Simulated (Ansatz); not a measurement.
Reaction (formal exchange of groups at the Si–Al bond): `[CH3][AlH][SiH](C)S` + `C#COC=O` → `C[SiH](S)C=O` + `C#C[O][AlH][CH3]`

Computed with Ansatz on PBE0-D4/def2-TZVP structures; ΔE is electronic, products minus reactants. CBS: MP2 limit from def2 TZ/QZ plus the TZ coupled-cluster correction, frozen cores. This one scheme is used for every species. Functionals use def2-TZVPP. B3LYP here is the variant with VWN-RPA as its local correlation; programs differ in this. Each species was taken in one conformer, which may not be the lowest.

Question: Is it downhill or uphill in electronic energy at CCSD(T)/CBS, and by how much? (Estimate.)

Answer: Computed: Downhill: ΔE = -143.9 kJ/mol.

Question: What do these levels give: PBE-D4, PBE0-D4, B3LYP-D4, ωB97X-V, B2PLYP, PBE, r2SCAN, HF/def2-TZVPP, MP2/def2-TZVPP, HF/def2-QZVPP, MP2/def2-QZVPP, HF/CBS(def2)? (An estimate is asked.)

Answer: Ansatz gave: PBE-D4 -119.8, PBE0-D4 -125.2, B3LYP-D4 -143.4, ωB97X-V -137.0, B2PLYP -144.9, PBE -119.3, r2SCAN -136.2, HF/def2-TZVPP -151.6, MP2/def2-TZVPP -146.0, HF/def2-QZVPP -153.9, MP2/def2-QZVPP -149.6, HF/CBS(def2) -154.2 kJ/mol.

Largest T1 diagnostic among the species: 0.016.

From PBE to PBE0 (25 % exact exchange), in def2-TZVPP and without D4, ΔE moves by −5.6 kJ/mol. In def2-TZVPP, CCSD(T) changes the Hartree–Fock value by +12.5 kJ/mol (the triples alone add +3.4 kJ/mol) and MP2 by +5.6 kJ/mol.
